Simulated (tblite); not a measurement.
Species: C₃H₆Ge₂O₃.
SMILES with atom numbers: `[O:1]=[C:2]1[CH2:3][Ge@@H:4]([GeH3:5])[C:6](=[O:7])[O:8]1` (hydrogens: H9, H10 on C3; H11 on Ge4; H12, H13, H14 on Ge5)

Computed with GFN2-xTB (tblite), gas phase: L-BFGS steps from a force-field or distance-geometry start until the largest atomic force falls under 0.01 eV/Å.

Step 21: E = -694.5080 eV
```
atom  x, y, z in Å  |  force x, y, z in eV/Å
O1     -3.2044    0.5735   -0.5567    0.027  -0.026   0.001
C2     -2.1338    0.3707   -0.0725    0.002   0.029   0.015
C3     -1.2407   -0.7941   -0.4377   -0.036   0.016  -0.024
Ge4     0.4258   -0.5634    0.6003    0.061   0.057   0.005
Ge5     2.3367    0.0029   -0.7453    0.004   0.005  -0.003
C6     -0.4293    1.0405    1.4208   -0.011  -0.022   0.024
O7     -0.0078    1.7939    2.2435    0.002  -0.004   0.011
O8     -1.6596    1.2386    0.8705   -0.017   0.013   0.013
H9     -1.0931   -0.7536   -1.5180   -0.032  -0.029  -0.037
H10    -1.7995   -1.7081   -0.2367    0.007  -0.024   0.001
H11     0.5723   -1.6501    1.6440   -0.005   0.015  -0.011
H12     3.5090    0.4897    0.0399   -0.013  -0.011   0.017
H13     1.9240    1.0985   -1.6791    0.013   0.006  -0.018
H14     2.7998   -1.1394   -1.5951   -0.003  -0.025   0.005
```

Step 22: E = -694.5085 eV
```
atom  x, y, z in Å  |  force x, y, z in eV/Å
O1     -3.2056    0.5737   -0.5567    0.020  -0.023  -0.001
C2     -2.1353    0.3707   -0.0722    0.013   0.026   0.009
C3     -1.2417   -0.7935   -0.4393   -0.022   0.023  -0.008
Ge4     0.4272   -0.5603    0.5962    0.047   0.035   0.037
Ge5     2.3402    0.0029   -0.7476   -0.002  -0.002   0.011
C6     -0.4304    1.0408    1.4213   -0.012  -0.019   0.024
O7     -0.0107    1.7922    2.2468   -0.003  -0.013  -0.001
O8     -1.6621    1.2372    0.8726   -0.009   0.012   0.018
H9     -1.0954   -0.7538   -1.5201   -0.047  -0.040  -0.023
H10    -1.7985   -1.7076   -0.2312    0.014  -0.015  -0.020
H11     0.5707   -1.6478    1.6431   -0.003   0.036  -0.034
H12     3.5115    0.4882    0.0394   -0.009  -0.007   0.019
H13     1.9263    1.0979   -1.6798    0.014   0.016  -0.030
H14     2.8029   -1.1410   -1.5945   -0.002  -0.028  -0.003
```

Step 23: E = -694.5090 eV
```
atom  x, y, z in Å  |  force x, y, z in eV/Å
O1     -3.2065    0.5735   -0.5568    0.005  -0.012  -0.003
C2     -2.1364    0.3711   -0.0717    0.021   0.011   0.000
C3     -1.2428   -0.7924   -0.4411    0.010   0.021   0.012
Ge4     0.4295   -0.5564    0.5923    0.011   0.009   0.051
Ge5     2.3438    0.0028   -0.7498   -0.006  -0.006   0.015
C6     -0.4317    1.0407    1.4221   -0.014  -0.009   0.022
O7     -0.0137    1.7903    2.2502   -0.005  -0.018  -0.006
O8     -1.6647    1.2359    0.8751    0.000   0.007   0.021
H9     -1.0987   -0.7548   -1.5227   -0.060  -0.046  -0.002
H10    -1.7970   -1.7073   -0.2259    0.023   0.003  -0.038
H11     0.5691   -1.6447    1.6415    0.002   0.050  -0.049
H12     3.5136    0.4866    0.0394   -0.003  -0.002   0.021
H13     1.9291    1.0976   -1.6812    0.019   0.019  -0.038
H14     2.8058   -1.1433   -1.5937   -0.003  -0.026  -0.006
```

Task: Estimate the geometry and energy of step 24. (The exact step hangs on the optimiser's Hessian estimate; all steps are aligned on step 23, rigid shifts and turns removed.)

Result: E = -694.5096 eV, largest force 0.084 eV/Å
```
atom  x, y, z in Å  |  force x, y, z in eV/Å
O1     -3.2073    0.5730   -0.5567   -0.010   0.005  -0.004
C2     -2.1373    0.3718   -0.0711    0.023  -0.010  -0.009
C3     -1.2438   -0.7910   -0.4430    0.047   0.012   0.030
Ge4     0.4324   -0.5515    0.5887   -0.036  -0.012   0.043
Ge5     2.3477    0.0028   -0.7522   -0.008  -0.007   0.010
C6     -0.4334    1.0403    1.4235   -0.016   0.004   0.016
O7     -0.0173    1.7880    2.2542   -0.002  -0.018  -0.002
O8     -1.6676    1.2344    0.8784    0.006  -0.001   0.018
H9     -1.1038   -0.7568   -1.5258   -0.066  -0.046   0.023
H10    -1.7949   -1.7069   -0.2206    0.031   0.024  -0.050
H11     0.5674   -1.6402    1.6387    0.009   0.052  -0.053
H12     3.5158    0.4846    0.0400    0.003   0.002   0.021
H13     1.9325    1.0977   -1.6835    0.026   0.015  -0.038
H14     2.8089   -1.1466   -1.5927   -0.006  -0.019  -0.005
```

The energy changes by -0.0006 eV. The first-order estimate −F·Δx gives -0.0008 eV and the mean of the old and new forces, exact on a quadratic surface, -0.0006 eV. The step makes an angle of 71° with the force vector and moves no atom by more than 0.007 Å.

The cost below is that of the whole relaxation. On one thread, Arm Neoverse V2 (aarch64), no GPU, shared host with 192 logical CPUs at a one-minute load of 63, this took 0.53 s.
